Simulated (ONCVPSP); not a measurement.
## Pseudopotential generation for Ba: ONCV, LDA (Perdew-Zunger), scalar-relativistic.

The input file (ONCVPSP 4.0.1):

```
# ATOM AND REFERENCE CONFIGURATION
# atsym  z   nc   nv     iexc    psfile
  Ba 56.00    9    3        3      upf
#
#   n    l    f
    1    0    2.00
    2    0    2.00
    2    1    6.00
    3    0    2.00
    3    1    6.00
    3    2   10.00
    4    0    2.00
    4    1    6.00
    4    2   10.00
    5    0    2.00
    5    1    6.00
    6    0    2.00
#
# PSEUDOPOTENTIAL AND OPTIMIZATION
# lmax
    2
#
#   l,   rc,      ep,       ncon, nbas, qcut
    0    2.85    0.00    4    8    4.10
    1    2.15    0.00    5    9    4.10
    2    2.55    0.03    5    8    4.00
#
# LOCAL POTENTIAL
# lloc, lpopt,  rc(5),   dvloc0
    4    5    2.10    0.00
#
# VANDERBILT-KLEINMAN-BYLANDER PROJECTORs
# l, nproj, debl
    0    2    1.40
    1    2    1.80
    2    1    1.80
#
# MODEL CORE CHARGE
# icmod, fcfact, rcfact
    3    5.75    1.50
#
# LOG DERIVATIVE ANALYSIS
# epsh1, epsh2, depsh
   -3.00    5.00    0.02
#
# OUTPUT GRID
# rlmax, drl
    6.00    0.01
#
# TEST CONFIGURATIONS
# ncnf
    4
# nvcnf
#   n    l    f
    3
    5    0    2.00
    5    1    6.00
    6    0    1.00
#
    3
    5    0    2.00
    5    1    6.00
    6    0    0.00
#
    3
    5    0    2.00
    5    1    6.00
    6    0    1.50
#
    4
    5    0    2.00
    5    1    6.00
    6    0    0.00
    6    1    2.00
#
```

Command:

```bash
oncvpsp.x < Ba.dat > Ba.out
```

The program printed (shortened: citation, most of the input echo, consistency checks and plot data are left out):

```
ONCVPSP  (Optimized Norm-Conservinng Vanderbilt PSeudopotential)
scalar-relativistic version 4.0.1

#   n    l    f        energy (Ha)
    1    0    2.00    -1.3678422E+03
    2    0    2.00    -2.1624019E+02
    2    1    6.00    -1.9400605E+02
    3    0    2.00    -4.5627506E+01
    3    1    6.00    -3.8498818E+01
    3    2   10.00    -2.8116933E+01
    4    0    2.00    -8.9394621E+00
    4    1    6.00    -6.6375079E+00
    4    2   10.00    -3.2945691E+00
    5    0    2.00    -1.2421071E+00
    5    1    6.00    -6.9099741E-01
    6    0    2.00    -1.2315593E-01

Reference configufation results
  iterations    25
  all-electron total energy (Ha)   -8.12931234D+03

Begin loop to  construct optimized pseudo wave functions
and semi-local pseudopoentials for all angular momenta

Calculating optimized projector #   1

 for l=   0

    Fraction of norm inside rc  0.972145
    Optimizing pswf for qcut=   4.11 a_B^-1,  ecut=   8.43 Ha
    Residual kinetic energy error=  3.60D-06 Ha

    Energy error per electron        Cutoff
         Ha          eV             Ha
         0.01000     0.27211        1.88
         0.00100     0.02721        5.20
         0.00010     0.00272        6.68
         0.00001     0.00027        7.84

Calculating optimized projector #   2

 for l=   0

    Fraction of norm inside rc  0.093408
    Optimizing pswf for qcut=   4.11 a_B^-1,  ecut=   8.43 Ha
    Residual kinetic energy error=  7.99D-06 Ha

    Energy error per electron        Cutoff
         Ha          eV             Ha
         0.01000     0.27211        1.57
         0.00100     0.02721        4.95
         0.00010     0.00272        6.80
         0.00001     0.00027        8.73

   Wellstate for l =  1  n =  7
     eigenvalue =   1.1090
     asymptotic potential =   1.6090
     half-point radius =  4.9464

Calculating optimized projector #   1

 for l=   1

    Fraction of norm inside rc  0.680224
    Optimizing pswf for qcut=   4.10 a_B^-1,  ecut=   8.40 Ha
    Residual kinetic energy error=  2.76D-03 Ha

    Energy error per electron        Cutoff
         Ha          eV             Ha
         0.01000     0.27211        4.33
         0.00100     0.02721       17.29
         0.00010     0.00272       51.33
         0.00001     0.00027       58.67

Calculating optimized projector #   2

 for l=   1

    Fraction of norm inside rc  0.092468
    Optimizing pswf for qcut=   4.10 a_B^-1,  ecut=   8.40 Ha
    Residual kinetic energy error=  3.25D-03 Ha

    Energy error per electron        Cutoff
         Ha          eV             Ha
         0.01000     0.27211        4.33
         0.00100     0.02721       10.99
         0.00010     0.00272       31.48
         0.00001     0.00027       54.45

WARNING wellstate: moderately localized bound state found for n= 5 l=  2
WARNING scattering state with energy  0.05000000
WARNING will be used for the first projector

   Wellstate for l =  2  n =  6
     eigenvalue =   0.0500
     asymptotic potential =   0.5500
     half-point radius = 23.0507

Calculating optimized projector #   1

 for l=   2

    Fraction of norm inside rc  0.068851
    Optimizing pswf for qcut=   4.01 a_B^-1,  ecut=   8.03 Ha
    Residual kinetic energy error=  4.66D-06 Ha

    Energy error per electron        Cutoff
         Ha          eV             Ha
         0.01000     0.27211        2.43
         0.00100     0.02721        4.07
         0.00010     0.00272        5.40
         0.00001     0.00027        7.23

Construct Vanderbilt / Kleinmman-Bylander projectors

B matrix Hermiticity error, ll=   0
   1   2    6.4884E-05

  Orthonormal projector coefficients  3.4843E+00  6.2545E-01

B matrix Hermiticity error, ll=   1
   1   2   -1.4412E-04

  Orthonormal projector coefficients  4.0190E+00  1.1132E+00

Model core correction analysis
  based on d2Exc/dn_idn_j

d2excae - all-electron derivatives

   -2.301609D-02   -2.037023D-02   -1.972816D-03
   -2.037064D-02   -2.052690D-02   -3.443259D-03
   -1.972626D-03   -3.442582D-03   -2.231496D-02

d2excps - pseudofunction derivatives with no core correction

   -3.637605D-02   -2.524512D-02   -3.284500D-03
   -2.524614D-02   -2.476137D-02   -3.821182D-03
   -3.284942D-03   -3.820629D-03   -2.244074D-02

rms 2nd derivative error    5.246148E-03

rmatch, rhocmatch    1.2817    2.5858

Teter function model core charge with specified parameters

d2excps - pseudofunction derivatives with core correction

   -1.952714D-02   -1.678339D-02   -1.943373D-03
   -1.678305D-02   -1.857059D-02   -3.290064D-03
   -1.943222D-03   -3.289438D-03   -2.231402D-02

rms 2nd derivative error    2.154705E-03

Pseudoatom total energy  -26.150877

Diagnostic tests using Vanderbilt-Kleinman-Bylander pseudopotentials
  1 or more projectors used as specified by nproj input data

   l    rcore       rmatch      e in        delta e   norm test  slope test

   0   2.8569532   2.9436965  -1.2421071   0.0000004   1.0000904   1.0000837
   0   2.8569532   2.9436965  -0.1231559   0.0000005   1.0000145   1.0000119

   1   2.1567412   2.2222245  -0.6909974  -0.0000028   1.0000628   1.0000736
   1   2.1567412   2.2222245   1.1090026   0.0000113   1.0002535   1.0002535

   2   2.5500077   2.6274314   0.0500000   0.0000011   1.0000010   1.0000010

 Testing for bound ghosts
   n   l    E NL Schr. Eq   E Basis Diag.   E Cutoff

   1   0       -1.242107       -1.242107     32.48
   2   0       -0.123155       -0.113005     32.48

   2   1       -0.691000       -0.690888     84.93

   3   2       -0.078665       -0.070943     39.65

 Testing for highly-localized positive-energy ghosts
       l    <radius>/rc     E Basis Diag.   E Cutoff

       0        0.952561        2.614873     32.48  WARNING - GHOST(+)

Test configuration 0

   n   l     f        eae           eps        diff
   1   0  2.0000-1367.84215249
   2   0  2.0000 -216.24019296
   2   1  6.0000 -194.00605120
   3   0  2.0000  -45.62750571
   3   1  6.0000  -38.49881783
   3   2 10.0000  -28.11693332
   4   0  2.0000   -8.93946214
   4   1  6.0000   -6.63750791
   4   2 10.0000   -3.29456913
   5   0  2.0000   -1.24210709   -1.24210666    4.29D-07
   5   1  6.0000   -0.69099741   -0.69100024   -2.83D-06
   6   0  2.0000   -0.12315593   -0.12315546    4.70D-07

    Total energies and differences
      AE_ref= -8.12931234D+03  AE_tst= -8.12931234D+03  dif=  0.00D+00
      PS_ref= -2.61508767D+01  PS_tst= -2.61508767D+01  dif=  0.00D+00
      PSP excitation error=  0.00D+00

Test configuration 1

   n   l     f        eae           eps        diff
   1   0  2.0000-1368.05640660
   2   0  2.0000 -216.45424774
   2   1  6.0000 -194.22010044
   3   0  2.0000  -45.84144154
   3   1  6.0000  -38.71275087
   3   2 10.0000  -28.33088138
   4   0  2.0000   -9.15292696
   4   1  6.0000   -6.85090045
   4   2 10.0000   -3.50779351
   5   0  2.0000   -1.45311017   -1.45376871   -6.59D-04
   5   1  6.0000   -0.90011632   -0.90014796   -3.16D-05
   6   0  1.0000   -0.28756679   -0.28762507   -5.83D-05

    Total energies and differences
      AE_ref= -8.12931234D+03  AE_tst= -8.12910864D+03  dif=  2.04D-01
      PS_ref= -2.61508767D+01  PS_tst= -2.59471431D+01  dif=  2.04D-01
      PSP excitation error= -4.06D-05

Test configuration 2

   n   l     f        eae           eps        diff
   1   0  2.0000-1368.30813413
   2   0  2.0000 -216.70559625
   2   1  6.0000 -194.47143768
   3   0  2.0000  -46.09255709
   3   1  6.0000  -38.96386101
   3   2 10.0000  -28.58202140
   4   0  2.0000   -9.40313581
   4   1  6.0000   -7.10097217
   4   2 10.0000   -3.75755130
   5   0  2.0000   -1.69864472   -1.70068376   -2.04D-03
   5   1  6.0000   -1.14192799   -1.14214068   -2.13D-04

    Total energies and differences
      AE_ref= -8.12931234D+03  AE_tst= -8.12873488D+03  dif=  5.77D-01
      PS_ref= -2.61508767D+01  PS_tst= -2.55731791D+01  dif=  5.78D-01
      PSP excitation error= -2.40D-04

Test configuration 3

   n   l     f        eae           eps        diff
   1   0  2.0000-1367.94396612
   2   0  2.0000 -216.34193087
   2   1  6.0000 -194.10778649
   3   0  2.0000  -45.72919912
   3   1  6.0000  -38.60051008
   3   2 10.0000  -28.21863132
   4   0  2.0000   -9.04097364
   4   1  6.0000   -6.73899124
   4   2 10.0000   -3.39598676
   5   0  2.0000   -1.34265888   -1.34291133   -2.52D-04
   5   1  6.0000   -0.79079820   -0.79080475   -6.55D-06
   6   0  1.5000   -0.20288740   -0.20290280   -1.54D-05

    Total energies and differences
      AE_ref= -8.12931234D+03  AE_tst= -8.12923108D+03  dif=  8.13D-02
      PS_ref= -2.61508767D+01  PS_tst= -2.60696115D+01  dif=  8.13D-02
      PSP excitation error= -1.09D-05

Test configuration 4

   n   l     f        eae           eps        diff
   1   0  2.0000-1367.92607529
   2   0  2.0000 -216.32427365
   2   1  6.0000 -194.09002354
   3   0  2.0000  -45.71176378
   3   1  6.0000  -38.58305733
   3   2 10.0000  -28.20118420
   4   0  2.0000   -9.02340433
   4   1  6.0000   -6.72137365
   4   2 10.0000   -3.37827207
   5   0  2.0000   -1.32381552   -1.32529247   -1.48D-03
   5   1  6.0000   -0.77026282   -0.77036896   -1.06D-04
   6   1  2.0000   -0.08009273   -0.08010037   -7.65D-06

    Total energies and differences
      AE_ref= -8.12931234D+03  AE_tst= -8.12915185D+03  dif=  1.60D-01
      PS_ref= -2.61508767D+01  PS_tst= -2.59902841D+01  dif=  1.61D-01
      PSP excitation error= -1.07D-04
```

The run took about 4.3 s on one core of a shared server CPU.
